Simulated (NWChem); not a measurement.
# CsF; SMILES [Cs][F]

```xyz
2

Cs     0.0000     0.0000    -0.3671
F      0.0000     0.0000     2.0254
```
Atoms are numbered in this order, from 1.

The geometry was optimised at PBE0/def2-SVP. def2 effective core potentials on Cs; no spin-orbit coupling.

Task: List the 4 lowest vertical singlet excitations from PBE0/def2-SVPD with def2 effective core potentials on Cs, TDA (NWChem).

Result: 
```json
[
 {"state": "S1", "energy (eV)": "4.58", "oscillator strength": "0.034", "leading excitation (squared amplitude)": "HOMO → LUMO (0.97)"},
 {"state": "S2", "energy (eV)": "4.79", "oscillator strength": "0.003", "leading excitation (squared amplitude)": "HOMO−1 → LUMO (0.97)"},
 {"state": "S3", "energy (eV)": "4.79", "oscillator strength": "0.003", "leading excitation (squared amplitude)": "HOMO−2 → LUMO (0.97)"},
 {"state": "S4", "energy (eV)": "5.79", "oscillator strength": "0.002", "leading excitation (squared amplitude)": "HOMO → LUMO+1 (0.80)"}
]
```
